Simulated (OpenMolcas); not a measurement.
As I: CASPT2 settings compared

```yaml
Program: OpenMolcas 26.06
Basis: ANO-R3 [7s6p5d3f2g]
Scalar_Hamiltonian: X2C, finite nucleus
Active_space: 3 electrons in 3 orbitals (4p)
State_averaging: 2S+1 = 4 odd, 1 root; 2S+1 = 2 odd, 8 roots kept (CI in the orbitals of an earlier block)
Spin-orbit_coupling: RASSI with atomic mean-field integrals over the reference wave functions, term energies averaged over their components
```

Methods on the same reference wave functions:
A. CASSCF
B. SS-CASPT2, IPEA 0.4 Eh, sigma1 regulariser 0.2 Eh (closed shells correlated: 4s)
C. SS-CASPT2, IPEA 0.4 Eh, sigma2 regulariser 0.05 Eh (closed shells correlated: 3s 3p 3d 4s)
D. SS-CASPT2, IPEA 0 Eh, sigma1 regulariser 0.1 Eh (closed shells correlated: 3d 4s)

Energies in cm⁻¹ above 4s² 4p³ ⁴S°_3/2, the measured ground level; measured values from NIST Handbook of Basic Atomic Spectroscopic Data.

| Level | A | B | C | D | Measured |
| --- | --- | --- | --- | --- | --- |
| 4s² 4p³ ⁴S°_3/2 | 0.0 | 0.0 | 0.0 | 0.0 | 0.0 |
| 4s² 4p³ ²D°_3/2 | 14672 | 11250 | 11090 | 11460 | 10593 |
| 4s² 4p³ ²D°_5/2 | 14856 | 11480 | 11310 | 11690 | 10915 |
| 4s² 4p³ ²P°_1/2 | 24720 | 19440 | 19180 | 19600 | 18186 |
| 4s² 4p³ ²P°_3/2 | 24966 | 19750 | 19490 | 19900 | 18648 |

Deviations, from unrounded energies. A percentage is the sum of absolute deviations over the sum of measured energies, with the sign that they share, or ± where signs differ.

```csv
Against measurement,Levels,A,B,C,D
mean absolute deviation (cm-1),4,5200,890,680,1100
other terms of the ground configuration (%),4,+35.8,+6.1,+4.7,+7.4
```

C lies closest to measurement on these levels and A furthest from it. The largest miss of C in the table is 4s² 4p³ ²P°_1/2, by +990 cm-1. The ranking rests on the paired levels alone, and a cruder setting can come out closer through cancelling errors.

Among B to D the level of the table that moves most is 4s² 4p³ ²P°_1/2, by 420 cm-1 (lowest in C, highest in D). Moves below CASPT2's spread within the term are not significant.

From A to B the spin-free energies of the other terms of 4s² 4p³ shown, above ⁴S°, scale by factors of 0.77 to 0.79.

The lowest spin-free term lies below A's lowest term by 0.070 hartree in B, 0.927 hartree in C, 0.586 hartree in D.

CASPT2 does not keep the components of a term degenerate, so their means are used; among the terms shown or strongly mixed into the levels shown the widest spread is 230 cm-1 (4s² 4p³ ²P°, C). Terms from blocks run as CI alone lack orbitals of their own. With the s shell closed, the reference lacks s² → p² mixing. Without dynamic correlation excited terms often stand tens of per cent too high (terms of higher spin than the ground term too low), and those without a measured partner can miss by more than the paired ones (holds for A). Measured partners are found by configuration, term and J. A level has none where our copy of the source lacks it or the pairing is in doubt (some pairs that miss far off the trend of their configuration count as doubtful), and it then counts in no deviation. Only configurations of the active space appear.

° marks odd parity.
